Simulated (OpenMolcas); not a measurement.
Os4+ (d4) among equal point charges was computed by CASSCF with the d shell active (OpenMolcas, ANO-RCC-VDZP on the metal). Its lowest spin-free states, and all those of the highest spin:

```tsv
2S+1	Degeneracy	E (cm-1)
5	2	0.0
3	1	7985
3	2	9372
5	2	11090
5	1	14237
1	2	17828
3	2	17949
3	1	18223
3	2	18330
1	1	18805
1	2	19186
3	1	19854
```

Problem. Is the site octahedral, tetrahedral or cube-like, axial, or of lower symmetry?

Solution. The states with 2S+1 = 5 have orbital degeneracies 2, 2, 1. There are pairs but no triples, so the site is axial: not cubic, but with a proper or improper axis of order three or more. The run had Os4+ among 6 point charges of -1 e arranged as a trigonal antiprism (D3d), 1.72 Å from the ion, with a polar angle of 59.1° against the regular 54.74°.

Spin-orbit coupling mixes the spin-free states strongly: the lowest level takes only 45 % from its leading state, 5E. Without dynamic correlation the repulsion within the d shell is too large (B by tens of per cent), so at a given field states of lower spin stand too high. This shell can be high or low spin here, a state of another spin lies low, and with metal d orbitals alone active their balance is uncertain, so the ground spin may be wrong. Point charges give a weaker field than real ligands, and real ions of this kind are as a rule low spin; the high spin found here belongs to the model. This is an electrostatic model: the charges have no orbitals. No measured value stands beside these numbers.
